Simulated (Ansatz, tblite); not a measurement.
Removing an electron: ZrIF₃. Charge 0, multiplicity 1. Geometry: PBE0-D4/def2-SVP. Ansatz, gas phase; energy differences of separate SCF runs; the oxidised species was run as a doublet alone.

```xyz
5

Zr    0.155    0.018    0.023
I    -2.510   -0.297   -0.380
F     0.855   -1.497    0.903
F     0.466    1.546    1.086
F     1.034    0.230   -1.632
```

In the def2 sets I, Zr take a core potential; there is no spin–orbit coupling. The xTB rows come from tblite.

```
              level  −HOMO (eV)  vertical IE (eV)  −LUMO (eV)  HOMO–LUMO gap (eV)
           GFN1-xTB       12.05             15.76        9.38                2.68
           GFN2-xTB       13.04             16.41        9.00                4.04
   PBE-D4/def2-TZVP        7.21             10.44        2.81                4.40
r2SCAN-D4/def2-TZVP        7.53             10.55        2.68                4.85
  PBE0-D4/def2-TZVP        8.38             10.58        2.04                6.34
```

Relaxing the oxidised species (PBE0-D4/def2-SVP) changes its energy by -0.36 eV at PBE0-D4/def2-TZVP, so the adiabatic ionisation energy to this nearest minimum is 10.22 eV. At PBE-D4/def2-TZVP it is 10.16 eV.   Raw xTB energy differences between charge states are shifted by several eV; the methods need an empirical correction for them.
